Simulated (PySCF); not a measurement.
Zn(SMe)(SeH) (CH₄SSeZn), SMILES [Zn]([S]C)[SeH]. Atoms are numbered in the order given.

```xyz
8

Zn     0.0089     0.0977    -0.3029
S     -1.0296    -0.0955    -2.2125
C     -2.3204    -1.3315    -1.7515
H     -1.8820    -2.2973    -1.4346
H     -2.9201    -1.5091    -2.6652
H     -2.9992    -0.9546    -0.9624
Se     1.1096     0.2924     1.7049
H      0.2033     1.4069     2.0913
```

Coordinates come from a PBE-D3(BJ)/def2-SVP optimisation. The structure was generated by enumeration; whether it is a known compound was not checked. The values are those of a single conformer.

The numbers are results of PBE-D3(BJ)/def2-SVP in PySCF 2.14.0, not measurements.

Frequencies are harmonic and unscaled.

Computed vibrational spectrum:
| mode | ν (cm⁻¹) | IR (km/mol) | moving atoms (share of kinetic energy) |
|---|---|---|---|
| 1 | 56 | 2.6 | Zn 41 %, C 28 %, Se 17 %, H 12 % |
| 2 | 73 | 4.9 | Zn 46 %, H 24 %, S 20 %, Se 10 % |
| 3 | 96 | 4.8 | H 95 % |
| 4 | 120 | 3.2 | H 77 %, S 12 %, Zn 9 % |
| 5 | 164 | 1.9 | C 34 %, Zn 24 %, S 20 %, H 14 %, Se 8 % |
| 6 | 245 | 1.1 | Se 45 %, S 36 %, Zn 16 % |
| 7 | 417 | 45.8 | Zn 49 %, S 45 % |
| 8 | 550 | 1.0 | H 97 % |
| 9 | 686 | 3.3 | C 60 %, S 31 %, H 9 % |
| 10 | 918 | 5.0 | H 84 %, C 14 % |
| 11 | 934 | 11.4 | H 82 %, C 16 % |
| 12 | 1283 | 17.8 | H 87 %, C 12 % |
| 13 | 1405 | 8.0 | H 95 % |
| 14 | 1406 | 9.2 | H 95 % |
| 15 | 2346 | 12.0 | H 99 % |
| 16 | 2980 | 26.5 | H 98 % |
| 17 | 3084 | 5.7 | H 90 %, C 10 % |
| 18 | 3086 | 1.6 | H 90 %, C 10 % |
